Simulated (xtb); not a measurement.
C4H11O (SMILES CCCC[OH2+]), charge +1, singlet, geometry from GFN2-xTB, atoms displaced at random by about 0.05 Å a coordinate; GFN1-xTB with ALPB(toluene) (xtb).

Here is a job for xtb.
```
$ xtb mol.xyz --gfn 1 --chrg 1 --opt --alpb toluene --json

# file mol.xyz
16

C     -2.07077614     0.22146180    -0.22088082
C     -1.23663733    -0.17301779     0.86341886
C      0.17995246     0.24998942     0.66035681
C      0.72037564    -0.45415553    -0.52119430
O      2.28631651    -0.04671389    -0.63572213
H     -3.23856095    -0.02592238    -0.00032524
H     -1.92395544    -0.19006744    -1.15376997
H     -2.06864317     1.26534298    -0.41901609
H     -1.62459456     0.27779174     1.93959169
H     -1.28050381    -1.24336325     1.07173322
H      0.25675881     1.40966761     0.56477457
H      0.75977522     0.06918496     1.54846842
H      0.28323076    -0.10404464    -1.43049860
H      0.72957486    -1.55595411    -0.43591603
H      2.35372625     0.85207688    -0.76114475
H      2.70183122    -0.37299266     0.15414487
```

The log (banner, timings and long lists left out):

```
   ID    Z sym.   atoms
    1    6 C      1-4
    2    8 O      5
    3    1 H      6-16

           -------------------------------------------------
          |                Calculation Setup                |
           -------------------------------------------------

           -------------------------------------------------
          |                 G F N 1 - x T B                 |
           -------------------------------------------------

      * Solvation model:               ALPB
        Solvent                        toluene
        Parameter file                 internal GFN1-xTB/ALPB
        Dielectric constant                2.3741E+00
        Reference state                gsolv [1 M gas/solution]
        Free energy shift                  3.5550E-03 Eh       2.2308E+00 kcal/mol
        Temperature                        2.9815E+02 K
        Density                            8.6700E-01 kg/L
        Solvent mass                       9.2140E+01 g/mol
        Interaction kernel             P16
        Born radius scaling (c1)           1.4996E+00
        Born radii integrator          GBOBC
        Born offset                        0.0000E+00 a0       0.0000E+00 AA
        H-bond correction              false
        Ion screening                  false
        Surface tension                    1.0000E-05 Eh       1.5569E+01 dyn/cm
        Grid points                               230 per atom

          ...................................................
          :                      SETUP                      :
          :.................................................:
          :  # basis functions                  42          :
          :  # atomic orbitals                  42          :
          :  # shells                           32          :
          :  # electrons                        32          :
          :  # halogen bonds                     0          :
          :  max. iterations                   250          :
          :  Hamiltonian                  GFN1-xTB          :
          :  restarted?                      false          :
          :  GBSA solvation                   true          :
          :  PC potential                    false          :
          :  electronic temp.          300.0000000     K    :
          :  accuracy                    1.0000000          :
          :  -> integral cutoff          0.2500000E+02      :
          :  -> integral neglect         0.1000000E-07      :
[...]
         :: total energy             -18.614358533185 Eh    ::
 * total energy  :   -18.6143585 Eh     change       -0.3304024E-12 Eh
 * total energy  :   -18.6502558 Eh     change       -0.3589728E-01 Eh
 * total energy  :   -18.6569149 Eh     change       -0.6659057E-02 Eh
 * total energy  :   -18.6578654 Eh     change       -0.9504974E-03 Eh
 * total energy  :   -18.6580697 Eh     change       -0.2043751E-03 Eh
 * total energy  :   -18.6581264 Eh     change       -0.5668911E-04 Eh
 * total energy  :   -18.6581526 Eh     change       -0.2614948E-04 Eh
 * total energy  :   -18.6581640 Eh     change       -0.1140717E-04 Eh
 * total energy  :   -18.6581694 Eh     change       -0.5438805E-05 Eh
 * total energy  :   -18.6581718 Eh     change       -0.2409487E-05 Eh
   *** GEOMETRY OPTIMIZATION CONVERGED AFTER 10 ITERATIONS ***
         :: total energy             -18.658171838432 Eh    ::
[...]
     7H     0.03335  0.08568   0.967  0.000  0.000
     8H     0.04290  0.09486   0.957  0.000  0.000
     9H     0.05831  0.11283   0.942  0.000  0.000
    10H     0.04303  0.09797   0.957  0.000  0.000
    11H     0.05579  0.11276   0.944  0.000  0.000
    12H     0.05566  0.11260   0.944  0.000  0.000
    13H     0.08988  0.15277   0.910  0.000  0.000
    14H     0.09096  0.15343   0.909  0.000  0.000
    15H     0.45890  0.62478   0.541  0.000  0.000
    16H     0.45816  0.62396   0.542  0.000  0.000

Wiberg/Mayer (AO) data.
largest (>0.10) Wiberg bond orders for each atom

 ---------------------------------------------------------------------------
     #   Z sym  total        # sym  WBO       # sym  WBO       # sym  WBO
 ---------------------------------------------------------------------------
     1   6 C    3.994 --     2 C    1.019     8 H    0.986     7 H    0.985
                             6 H    0.982
     2   6 C    3.988 --     1 C    1.019     3 C    0.989    10 H    0.979
                             9 H    0.975
     3   6 C    3.981 --     4 C    1.011     2 C    0.989    11 H    0.975
                            12 H    0.973
     4   6 C    3.745 --     3 C    1.011    14 H    0.973    13 H    0.972
                             5 O    0.764
     5   8 O    2.339 --    15 H    0.776    16 H    0.775     4 C    0.764
     6   1 H    0.999 --     1 C    0.982
     7   1 H    1.001 --     1 C    0.985
     8   1 H    1.000 --     1 C    0.986
     9   1 H    1.001 --     2 C    0.975
    10   1 H    1.000 --     2 C    0.979
    11   1 H    1.000 --     3 C    0.975
    12   1 H    1.001 --     3 C    0.973
    13   1 H    1.002 --     4 C    0.972
    14   1 H    0.997 --     4 C    0.973
    15   1 H    0.797 --     5 O    0.776
    16   1 H    0.799 --     5 O    0.775
 ---------------------------------------------------------------------------

Topologies differ in total number of bonds
Writing topology from bond orders to xtbtopo.mol

 dipole moment from electron density (au)
     X       Y       Z
   3.2150   0.3532  -0.1461  total (Debye):    8.229

optimized geometry written to: xtbopt.xyz

           -------------------------------------------------
          | TOTAL ENERGY              -18.658171838432 Eh   |
          | GRADIENT NORM               0.000496025946 Eh/α |
          | HOMO-LUMO GAP               6.228865987600 eV   |
           -------------------------------------------------

normal termination of xtb
```
